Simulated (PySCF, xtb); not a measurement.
CH2F, SMILES [CH2]F (connectivity only; charge and spin as stated), charge +1, multiplicity 1.

GFN2-xTB run with xtb at its own geometry gives an orbital gap of 2.63 eV.

Geometry: PBE0-D3(BJ)/def2-TZVPD. The spin state was assumed, not searched. The isomer is the one that the SMILES or the coordinates give; other isomers of the formula were not compared.

**Question.** What does M06-2X/def2-TZVPD (PySCF) give? (Estimate from the structure and the level; the computed values follow.)

**Answer.** gap 11.25 eV (levels -21.67 and -10.41 eV).
